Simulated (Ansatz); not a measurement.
C₂H₆FGeN, SMILES `[CH3][GeH2][C](=N)F`. The species carries charge 0 and has multiplicity 1. The geometry is a stationary point of PBE0-D4/def2-TZVP. It is one conformer, not always the lowest.

```xyz
11

C     0.523    1.662   -0.002
Ge   -0.204    0.016   -0.741
C     0.041   -1.450    0.568
N    -0.771   -2.237    1.092
F     1.333   -1.566    0.939
H     0.428    2.474   -0.724
H     1.578    1.522    0.234
H    -0.010    1.934    0.909
H     0.515   -0.388   -2.038
H    -1.721    0.101   -0.988
H    -1.713   -2.067    0.750
```

Question: What is the dipole moment at ωB97M-V/def2-TZVPP? (An estimate is asked.)

Answer: Computed: 3.37 D, with components (-1.10, 2.68, -1.73) D in this frame, pointing from negative to positive charge.

Question: And with PBE, r2SCAN, B3LYP? (Estimate.)

Answer: Computed: PBE 3.08 D, r2SCAN 3.20 D, B3LYP 3.30 D.

Question: Give the Mulliken charges with ωB97M-V, PBE, r2SCAN in def2-TZVPP. (Estimate.)

Answer: Computed: 
```csv
atom,ωB97M-V,PBE,r2SCAN
C1,-0.44,-0.37,-0.29
Ge2,0.10,0.10,0.13
C3,0.07,0.03,0.12
N4,-0.14,-0.13,-0.22
F5,-0.18,-0.14,-0.18
H6,0.13,0.11,0.08
H7,0.14,0.12,0.10
H8,0.14,0.12,0.09
H9,0.03,0.00,0.00
H10,0.02,-0.01,-0.01
H11,0.13,0.17,0.17
```

B3LYP here is the variant with VWN-RPA as its local correlation; programs differ in this.
